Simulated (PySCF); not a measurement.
TiCl₃NH₂, optimised at PBE0/def2-TZVP:

```xyz
7

N      0.1060     0.9727    -1.6075
Ti     0.0104     0.1001     0.0089
Cl    -0.1077    -2.0621    -0.3401
Cl     1.8436     0.5643     1.0991
Cl    -1.8124     0.7795     0.9991
H      0.9696     1.1779    -2.0935
H     -0.7000     1.2708    -2.1418
```

Computed with PySCF and rigid-rotor harmonic-oscillator thermochemistry at 1 bar. 6-31G* has spherical d functions here. All species are closed-shell singlets. B3LYP is the form with VWN-RPA correlation. TiCl₃NH₂: computed as isolated molecules; such fragments, hydroxides, amides, oligomers or adducts are transient or little studied in the gas.

Q: List the harmonic frequencies (cm⁻¹, unscaled) at this level and at the other levels, each on its own geometry.

A: 
- PBE0/def2-TZVP: 41, 109, 140, 142, 173, 175, 402, 436, 457, 495, 556, 752, 1504, 3548, 3656
- B3LYP/6-31G*: 48, 110, 140, 142, 172, 176, 385, 449, 452, 494, 557, 754, 1542, 3507, 3612
- PBE/def2-SVP: 45, 107, 134, 141, 167, 169, 379, 422, 431, 479, 528, 730, 1409, 3442, 3551
